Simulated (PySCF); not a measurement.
Gas-phase reaction: InF₃ + 3 N₂H₂ ⇌ InH₃ + 6 N + 3 HF

Method: PySCF energies plus ideal-gas RRHO corrections (1 bar). † marks an energy on the PBE0/def2-TZVP geometry and frequencies; other levels use their own. MP2 freezes the core. Open shells (unrestricted): N (multiplicity 4); the rest are closed-shell singlets. In: scalar-relativistic def2 core potential, no spin-orbit coupling. InH₃: computed as isolated molecules; such fragments, hydroxides, amides, oligomers or adducts are transient or little studied in the gas. MP2 isn't extrapolated to the basis-set limit; its ΔH°(298 K) is 2177.7 kJ in def2-SVP and 2290.2 kJ in def2-TZVPP. The harmonic model lacks anharmonicity and excited electronic states, which grow with temperature; levels with a mode under 35 cm⁻¹ are left out.

| level | ΔE electronic, kJ | ΔH°(298 K), kJ | ΔS°(298 K), J/K | ΔG°(1200 K), kJ |
|---|---|---|---|---|
| BLYP/def2-TZVP† | 2644 | 2551 | 706 | 1655 |
| M06-2X/def2-TZVP† | 2465 | 2373 | 706 | 1477 |
| MP2/def2-TZVPP† | 2383 | 2290 | 706 | 1394 |
| PBE0/def2-QZVP† | 2479 | 2387 | 706 | 1491 |
| PBE0/def2-TZVP | 2477 | 2384 | 706 | 1488 |
| ωB97X-V/def2-TZVP† | 2526 | 2433 | 706 | 1537 |
ΔH° is lowest at MP2/def2-TZVPP† and highest at BLYP/def2-TZVP†. No reference value is set beside these.
